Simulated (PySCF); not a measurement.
## Correlation energy of Sn (tin, neutral)

Starting occupation: [Kr] 4d10 5s2 5p2, 5p1/2 with m_j = -1/2, +1/2. All numbers are calculated (PySCF 2.14, X2C-1e with screened-nucleus spin-orbit coupling, Gaussian nucleus, in x2c-SVPall-2c with one added diffuse shell each of s, p type (7s9p4d, 54 functions)). Frozen: [Ar] 3d10; 22 electrons correlated; the 6 highest virtual spinors left out.

MP2 pair energies summed by pair of shells (mhartree):

```json
{"pair": "5p-5s", "energy": "-20.53", "share (%)": "21.2"}
{"pair": "4d-4p", "energy": "-18.09", "share (%)": "18.7"}
{"pair": "4d-4d", "energy": "-14.89", "share (%)": "15.4"}
{"pair": "5s-5s", "energy": "-10.99", "share (%)": "11.3"}
{"pair": "4p-4p", "energy": "-10.29", "share (%)": "10.6"}
{"pair": "4d-5s", "energy": "-6.59", "share (%)": "6.8"}
{"pair": "4d-5p", "energy": "-5.73", "share (%)": "5.9"}
{"pair": "5p-5p", "energy": "-3.75", "share (%)": "3.9"}
{"pair": "4d-4s", "energy": "-1.98", "share (%)": "2.0"}
{"pair": "4p-5s", "energy": "-1.29", "share (%)": "1.3"}
{"pair": "4p-4s", "energy": "-1.18", "share (%)": "1.2"}
{"pair": "4p-5p", "energy": "-0.91", "share (%)": "0.9"}
{"pair": "4s-4s", "energy": "-0.47", "share (%)": "0.5"}
{"pair": "4s-5s", "energy": "-0.18", "share (%)": "0.2"}
{"pair": "4s-5p", "energy": "-0.06", "share (%)": "0.1"}
```

Total MP2 correlation energy: -96.92 mhartree.

The GHF reference relaxed away from the jj start to a determinant that is no pure jj level (⟨S²⟩ = 1.96, ⟨J²⟩ = 1.38); the energies belong to that determinant.

This basis was not built for core-valence correlation, so the inner-shell part is incomplete.
